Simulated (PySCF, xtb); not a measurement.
C₃H₆O₂Si, SMILES O[SiH2][C@@H]1C=CO1.

GFN2-xTB in xtb at its own geometry gives an orbital gap of 4.94 eV and a dipole moment of 0.25 D.

Geometry optimised at B3LYP-D3(BJ)/def2-SVP. The structure was generated by enumeration; whether it is a known compound was not checked. The values are those of a single conformer.

Problem. What does r2SCAN/def2-TZVP (PySCF) give? (An estimate is asked for; the answer gives what the named calculation found.)

Solution. gap 5.23 eV (levels -5.81 and -0.58 eV), dipole 1.23 D.
